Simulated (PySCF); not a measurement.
A species of formula C4H12Sn has this rotational fingerprint, computed with PBE0-D3(BJ)/def2-SVP geometry optimisation, gas phase, def2 core potentials past Kr (PySCF):

- Rotational constants: A = 2415, B = 2414, C = 2410 MHz
- Dipole components: |μa| = 0.01 D, |μb| = 0.00 D, |μc| = 0.01 D
- Inertial defect: -208.99 u·Å²

Problem. Which candidate fits, each taken in the one conformer that was computed?
A. SnMe4 (`[Sn]([CH3])([CH3])([CH3])[CH3]`)
B. SnH3(nBu), `[H][Sn]([H])([H])[CH2]CCC`
C. Sn(tBu)H3, `C[C]([SnH3])(C)C`
D. SnHMe2Et (`[H][Sn]([CH3])([CH3])[CH2]C`)

Solution. A. It is [CH3][Sn]([CH3])([CH3])[CH3]. The candidates at the same level (rigid rotor, commonest isotopes):

| SMILES | A (MHz) | B (MHz) | C (MHz) | μa (D) | μb (D) | μc (D) | Δ (u·Å²) | point group | rotor |
| --- | --- | --- | --- | --- | --- | --- | --- | --- | --- |
| [H][Sn]([CH3])([CH3])[CH2]C | 3846 | 1917 | 1484 | 0.04 | 0.08 | 0.64 | -54.58 | C1 | asymmetric top |
| [CH3][Sn]([CH3])([CH3])[CH3] | 2415 | 2414 | 2410 | 0.01 | 0.00 | 0.01 | -208.99 | near Td | – |
| [H][Sn]([H])([H])[CH2]CCC | 10324 | 780.3 | 760.1 | 0.92 | 0.09 | 0.21 | -31.72 | C1 | near-prolate asymmetric top |
| [H][Sn]([H])([H])[C](C)(C)C | 4257 | 1517 | 1517 | 0.96 | 0.00 | 0.00 | -118.70 | C3 | prolate symmetric top |

`[H][Sn]([CH3])([CH3])[CH2]C` has A 59 % too high; `[H][Sn]([H])([H])[C](C)(C)C` has A 76 % too high; `[H][Sn]([H])([H])[CH2]CCC` has A 328 % too high. No structure here is proved a minimum.
